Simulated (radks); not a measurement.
The numbers below are computed, except where a source is named.
Coulomb parameter of the 5d shell of the osmium ion Os+ in the model configuration [Xe] 4f14 5d6 6s1, as a second difference U = [E(n + 0.5) + E(n - 0.5) - 2 E(n)] / (0.5)^2 with all orbitals relaxed. "Bare": the charge of the atom changes with n. "Screened": the 6s shell takes up the change at fixed total charge, which measures U(5d,5d) + U(6s,6s) - 2 U(5d,6s). Level of theory: scalar-relativistic Kohn-Sham, r2SCAN, spin-unpolarised, spherical densities, finite nucleus; meta-GGA in the generalised Kohn-Sham scheme; Fermi nuclear charge, rms radius 5.4126 fm (a radial shooting solver on a logarithmic mesh with Libxc functionals).

case                   configuration  E - E(n) (eV)
start              [Xe] 4f14 5d6 6s1          0.000
bare +0.5        [Xe] 4f14 5d6.5 6s1         -5.858
bare -0.5        [Xe] 4f14 5d5.5 6s1          8.453
screened +0.5  [Xe] 4f14 5d6.5 6s0.5         -0.511
screened -0.5  [Xe] 4f14 5d5.5 6s1.5          0.702

U(bare) = 10.380 eV, U(screened by 6s) = 0.763 eV, against the Slater integral F0(5d,5d) = 14.181 eV with frozen orbitals.
